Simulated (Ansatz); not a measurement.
Pulling on the Al1–H2 bond in AlH2I (SMILES [AlH2][I]) (multiplicity 1 held, fragments rigid). Energies count from the point at 1.571 Å.
Geometry at that point (charge 0, multiplicity 1):
```xyz
4

Al    -1.0295    -1.5930     0.2675
H     -0.5193    -2.6238     1.3372
H     -2.3270    -1.7805    -0.5976
I      0.3062     0.4738    -0.0796
```

R- and RO- levels are restricted; in cc, def2 and unpolarised 6-31G sets they are followed outwards from rest. Unrestricted levels (U-) break spin symmetry where that is lower. Active spaces are followed from a long bond inwards. Levels need not reach the same state.

Correlated levels freeze the cores. Filled d and f shells under p-block atoms count as core.

The values were computed with Ansatz (Gaussian basis) for Hartree–Fock, density functionals and correlated methods.  In def2 rows elements past Kr take small-core potentials, without spin–orbit coupling.

**Question.** Give the energy at R = 5.026 Å at the level R-SCS-MP2/def2-SVP.

**Answer.** 4.56 eV

**Question.** What is the computed energy at R = 5.026 Å (FIC-MRCISD+Q on CASSCF(2,2)/def2-SVP)?

**Answer.** 3.61 eV

**Question.** What is the computed energy at R = 5.026 Å (U-HF/def2-SVP)?

**Answer.** 2.92 eV

Doubts at one or more of the structures used: a spin-contaminated determinant (U-HF/def2-SVP); a restricted determinant that unrestricted orbitals would lower (R-SCS-MP2/def2-SVP).

Ansatz is an electronic-structure program.
